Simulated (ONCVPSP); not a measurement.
## Potentials for S compared

Generated with ld1.x 7.5 (TM, RRKJ, ultrasoft, PAW), atompaw 4.2 or ONCVPSP 4.0.1. The cutoff is in Ry: for ld1.x and atompaw files where the sum of valence levels is converged to 10 mRy in a Bessel basis, for ONCV files where the hardest occupied wave has 1 mHa per electron of residual kinetic energy. The error is the largest all-electron minus pseudo excitation energy over each file’s own four to seven test configurations (ionisations up to +4, promotions, holes and added fractions of an electron), all of which were solved. The labels leave out finer settings (local radius, basis sizes, second energies), which also bear on the numbers. Spin-polarised tests are not counted. The rows are a selection from randomly drawn settings: files with unsolved tests, undetermined cutoffs or missed reference levels are left out.

A true bound ghost makes a file unfit for plane-wave use even where its test errors are small: the radial tests pick states by their node count and pass the ghost by.

```tsv
potential	cutoff (Ry)	largest error (meV)	bound ghosts
ONCV, PBE, non-relativistic, rc 1.10/1.05 (sp), local smoothed, core correction yes, reference 3s2 3p1, qcut 5.6/8.3, projectors 3/1	226	+70	s
ONCV, PW91, scalar-relativistic, rc 1.55/1.70/1.50 (spd), local smoothed, core correction yes, reference 3s2 3p4, qcut 3.6/5.1/5.5, projectors 1/2/2	119	+101	none
ONCV, PBEsol, scalar-relativistic, rc 1.20/1.15/1.25 (spd), local smoothed, core correction yes, reference 3s2 3p4, qcut 4.6/6/8.6, projectors 3/2/2	34	+36	s
```

(1) Fill in the row for S: ONCV, LDA (Perdew-Wang 92), scalar-relativistic, rc 1.45/1.10/1.55 (spd), local smoothed, core correction yes, reference 3s2 3p2.5, qcut 5.6/6.9/7.2, projectors 2/2/3.

(2) Fill in the row for S: ONCV, PBE, scalar-relativistic, rc 1.25/1.30 (sp), local smoothed, core correction no, reference 3s2 3p4, qcut 6.4/7.6, projectors 2/3.

(3) Fill in the row for S: ONCV, PBE, non-relativistic, rc 0.75/0.95 (sp), local smoothed, core correction no, reference 2s2 2p6 3s2 3p3.75, qcut 20.5/13, projectors 2/3.

Answers

(1) cutoff 52 Ry, largest error -3.8 meV, bound ghosts: p.

(2) cutoff 151 Ry, largest error +30 meV, bound ghosts: s, p.

(3) cutoff 236 Ry, largest error +1.7 meV, bound ghosts: none.
